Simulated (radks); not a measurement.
Initial-state core-level shifts of the selenium ion Se+ when its valence configuration changes from [Ar] 3d10 4s2 4p3. All-electron calculation, Dirac Kohn-Sham, PBE, spin-unpolarised, spherical densities, finite nucleus; open shells fill j = l - 1/2 first; Fermi nuclear charge, rms radius 4.14 fm. Program: a radial shooting solver on a logarithmic mesh with Libxc functionals. Shifts are changes of the shell-averaged eigenvalues in eV (positive: less bound); the change of the density at the nucleus, which sets a Mossbauer isomer shift, is in e/bohr^3, on a base of 3.976e+04.

3d10 4s1 4p4: 1s -1.739; 2s -1.679; 2p -1.674; 3s -1.704; density at nucleus -29.550
3d8 4s1 4p6: 1s -31.389; 2s -34.637; 2p -34.385; 3s -27.038; density at nucleus -3.515
3d8.5 4s0.5 4p6: 1s -24.423; 2s -26.767; 2p -26.571; 3s -21.343; density at nucleus -28.565
3d9 4s2 4p4: 1s -14.525; 2s -16.081; 2p -15.961; 3s -12.638; density at nucleus +16.226
3d10 4p5: 1s -3.411; 2s -3.295; 2p -3.284; 3s -3.347; density at nucleus -60.430
3d8 4s2 4p5: 1s -29.881; 2s -33.159; 2p -32.918; 3s -25.560; density at nucleus +33.690
3d7 4s2 4p6: 1s -46.051; 2s -51.198; 2p -50.839; 3s -38.728; density at nucleus +52.325
3d10 4s1.5 4p3.5: 1s -0.878; 2s -0.848; 2p -0.846; 3s -0.860; density at nucleus -14.602
3d9 4s1 4p5: 1s -16.142; 2s -17.655; 2p -17.526; 3s -14.221; density at nucleus -17.139
